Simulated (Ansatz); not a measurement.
Calculated with Ansatz (gas phase, PBE0-D4/def2-TZVP geometries, no zero-point term in ΔE). CCSD(T)/CBS adds triple-zeta CCSD(T) − MP2 to the extrapolated MP2 energy (def2 sets, frozen cores). For Se outer-core shells are correlated without core-valence functions, which leaves a few kJ/mol of doubt a bond. Scalar relativity is left out up to krypton. One conformer a species, not always the lowest.

Consider the redistribution: `CO[SiH2][SiH2]O` + `O[SiH](F)[SeH]` → `CO[SiH2][SeH]` + `O[SiH2][SiH](O)F`.

```
          level  ΔE (kJ/mol)
CCSD/def2-TZVPP          5.6
  HF/def2-QZVPP          6.9
```

Question: What does CCSD(T)/CBS give? (An estimate is asked.)

Answer: Ansatz gave: +4.9 kJ/mol. The listed levels differ from it by 0.7, 2.0 kJ/mol.

Largest T1 diagnostic among the species: 0.012.
